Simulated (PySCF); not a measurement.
Problem. What does the PBE0-D3(BJ)/def2-SVP structure of InChI=1S/C2H7BSi/c1-2-3-4/h2-3H,1H2,4H3 look like in three dimensions?

Solution. 
```
atom  x, y, z in Å
C1    -1.643    0.528    1.403
C2    -0.398    0.227    0.982
B3    -0.074    0.143   -0.523
Si4    1.733   -0.328   -1.290
H5    -1.912    0.598    2.464
H6    -2.448    0.714    0.683
H7     0.368    0.050    1.747
H8    -0.982    0.353   -1.301
H9     2.833   -0.408   -0.274
H10    1.642   -1.669   -1.961
H11    2.150    0.656   -2.342
```

Any rigid rotation of these coordinates is as good. Atoms count from 1 in this order. B3 (three-coordinate boron) is planar (angles 124.9°, 117.8° and 117.3°, sum 360.0°, 0.01 Å off the plane of its three neighbours). The 4 heavy atoms lie in one plane (0.007 Å rms). Si4 (SiH3 silicon) is distorted tetrahedral (angles from 106.8° to 114.3°). Of the pairs four or more bonds apart, H6···H8 is among the closest relative to their van der Waals radii: 2.49 Å, 104 % of the sum of Bondi's values.

Bonds between heavy atoms (Å): C1=C2 1.348, C2–B3 1.541, B3–Si4 2.019.

Computed with PBE0-D3(BJ)/def2-SVP geometry optimisation, gas phase in PySCF.

Point group: near Cs, missed by 0.28 Å at most; the miss may be what the optimiser left on a soft mode. Stationary, but not proved a minimum. One conformer, not necessarily the lowest (C1–C2–B3–Si4 -179°).
